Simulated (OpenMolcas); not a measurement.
An atom or ion with 30 electrons was computed by MS-CASPT2, IPEA 0.25 Eh, imaginary shift 0.1 Eh with spin-orbit coupling (OpenMolcas, ANO-RCC-VTZP, DKH2). The lowest levels that the run gave, each within 12 % of the measured value where one is at hand:

| J | Parity | E (cm-1) | g |
| --- | --- | --- | --- |
| 0 | even | 0.0 |  |
| 0 | odd | 60460 |  |
| 1 | odd | 61110 | 1.501 |
| 2 | odd | 62490 | 1.501 |
| 1 | odd | 93180 | 1.000 |

Problem. Which ion is it, and what are the configurations and terms?

Solution. Ge2+ (Z = 32, charge +2; active space 2 electrons in 8 orbitals (4s 4p 5s 5p)). J, parity and g give the terms where levels are pure, and mixed ones are named by the computed weights; the size of the splittings, set against known spectra of the 30-electron sequence, gives the charge. In order, with the measured energies in cm-1 (Sugar and Musgrove, J. Phys. Chem. Ref. Data 22, 1213 (1993)): 4s2 1S0, 4s 4p 3P* 0 (61734), 4s 4p 3P* 1 (62500), 4s 4p 3P* 2 (64144), 4s 4p 1P* 1 (91873).

Over all roots computed the reference weight is 0.90 to 0.97; the roots of lowest weight are the least certain, and an intruder state may touch them. The run also gave levels led by 4s 5s, which use shells meant for correlation; these and all levels above them are left out. Measured partners are found by configuration, term and J. A level has none where our copy of the source lacks it or the pairing is in doubt (some pairs that miss far off the trend of their configuration count as doubtful), and it then counts in no deviation. Only configurations of the active space appear.

* marks odd parity.
